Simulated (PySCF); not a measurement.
## Electronic structure of Pb (lead, neutral) at the UHF level

Configuration: [Xe] 4f14 5d10 6s1 6p2 7s1, high-spin 5P determinant (an excited configuration). Computed with PySCF 2.14 in aug-cc-pwCVTZ-PP with ECP60MDF, with scalar relativity through the core potential.

```
Total energy                                                  : -191.482257 hartree
One-electron energy                                           : -331.8944 hartree
Hartree (Coulomb) energy                                      : 155.3900 hartree
Exchange energy                                               : -14.9779 hartree
⟨S²⟩                                                          : 6.0062
⟨L²⟩                                                          : 2.031
Sum of ⟨r⟩                                                    : 35.56 bohr
Sum of ⟨r²⟩                                                   : 99.47 bohr²
Traceless quadrupole moment −½Σ⟨3z² − r²⟩ along its main axis : 2.43 e·bohr²
```

```csv
shell,electrons,mean orbital energy (eV),spread (eV),"rms radius, mean of both spins (bohr)"
5s α,1,-173.04,0,0.925
5s β,1,-172.43,0,0.925
5p α,3,-109.91,0.112,1.05
5p β,3,-109.61,0.451,1.05
5d α,5,-34.280,0.311,1.39
5d β,5,-33.579,0.624,1.39
6s α,1,-21.972,0,2.45
6p α,2,-10.695,0,3.20
7s α,1,-3.007,0,6.74
```

Energies and moments cover only the electrons outside the core potential. Spin-orbit coupling is strong in this species (close to jj coupling), so the high-spin LS determinant is a model state, not a physical level. The outer electron is Rydberg-like, and this basis confines it to a smaller radius and binds it less than a complete one would.
